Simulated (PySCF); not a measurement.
# How methods differ on the interval between two levels of Au³⁺

Au³⁺ [Xe] 4f14 5d8 [3F4, M_J = 4] → Au³⁺ [Xe] 4f14 5d7 6p1 [5G6, M_J = 6], as a difference of total energies. Computed with PySCF 2.14 in x2c-TZVPall-2c with one added diffuse shell each of s, p, d type (12s12p11d2f, 117 functions), with the two-component X2C-1e Hamiltonian. Correlated levels: [Kr] 4d10 4f14 frozen; the 34 highest virtual spinors dropped. "Screened" scales the spin-orbit matrix elements by Boettger's factors to mimic the two-electron term; Breit and QED terms are absent.

```csv
method,interval between two levels (cm⁻¹)
GHF (screened spin-orbit),134590
GMP2 (screened spin-orbit),136980
```

The labels give the starting determinants; with spin-orbit coupling the two ends relaxed to ⟨J²⟩ = 20.01, ⟨L²⟩ = 12.49, ⟨S²⟩ = 2.09 and ⟨J²⟩ = 42.01, ⟨L²⟩ = 21.89, ⟨S²⟩ = 5.50.
